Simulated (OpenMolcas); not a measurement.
## An input for doublet [InCNF2]−

The species is [InCNF2]− (5 atoms), meant as a doublet with charge -1. SMILES of the parent species: `N#[C][In]([F])[F]`. Geometry: relaxed at PBE0-D4/def2-TZVP. That shape belongs to the parent species and isn't relaxed for this state.

| atom | x (Å) | y (Å) | z (Å) |
| --- | --- | --- | --- |
| N | 1.2980 | -1.5922 | 1.5896 |
| C | 0.7249 | -0.8903 | 0.8786 |
| In | -0.3060 | 0.3723 | -0.4003 |
| F | -1.8721 | -0.1548 | -1.3755 |
| F | 0.2051 | 2.1914 | -0.7337 |

Settings wanted:

* method: DFT
* reference: UKS
* symmetry: none
* basis set: def2-SVPD
* task: energy
* functional: M06-L
* dispersion: none
* nucleus: point
* integration grid: UltraFine
* SCF convergence threshold: 1e-10

Question: Write the OpenMolcas 26.06 input and the command.

Answer: One that was run (others would do as well):

calc.input:
```
&GATEWAY
  BASLIB=$CurrDir
  COORD
  5
  angstrom
  N        1.298000      -1.592200       1.589600
  C        0.724900      -0.890300       0.878600
  In      -0.306000       0.372300      -0.400300
  F       -1.872100      -0.154800      -1.375500
  F        0.205100       2.191400      -0.733700
  BASIS=def2-SVPD
  GROUP=NoSym

&SEWARD
  GRIDINPUT
  Grid=UltraFine
  End of Grid

&SCF
  UHF
  CHARGE=-1
  SPIN=2
  KSDFT=M06L
  THRESHOLDS=1e-10 1e-07 1e-07 1e-05
  PRORBITALS=1 2
```

```bash
$ export MOLCAS_MEM=1860
$ pymolcas calc.input > calc.log
```

(Basis files named in the input come from the Basis Set Exchange and aren't shown.)

Calculated total energy: -482.62442 Eh. The HOMO lies above zero, from self-interaction, a short basis or an unbound electron.
